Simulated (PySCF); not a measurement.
Ga(Br)2(OH) (Br₂GaHO), SMILES [OH][Ga]([Br])[Br]. Geometry optimised at PBE0-D3(BJ)/def2-SVP. The structure was generated by enumeration; whether it is a known compound was not checked. One conformer was computed; it need not be the lowest.

These are PBE0-D3(BJ)/def2-SVP (PySCF) values and carry that method's errors.

Harmonic wavenumbers (cm⁻¹): 87, 143, 153, 272, 350, 356, 733, 822, 3899. Rotational constants (GHz): 3.078, 0.8101, 0.6413; symmetry number 1.

Question: Work out the zero-point energy and the ideal-gas rigid-rotor harmonic-oscillator thermochemistry at 298.15 K and 1 atm.

Answer: ZPE = ½ Σ hcν = ½ × 6814 cm⁻¹ = 40.76 kJ/mol. H − E(el) = 59.60 kJ/mol. Entropy in J/(mol K): translation 177.43, rotation 124.21, vibration 56.40, total 358.04. G − E(el) = -47.15 kJ/mol. Cp = 83.52 J/(mol K). Modes under 150 cm⁻¹ make the vibrational entropy uncertain.
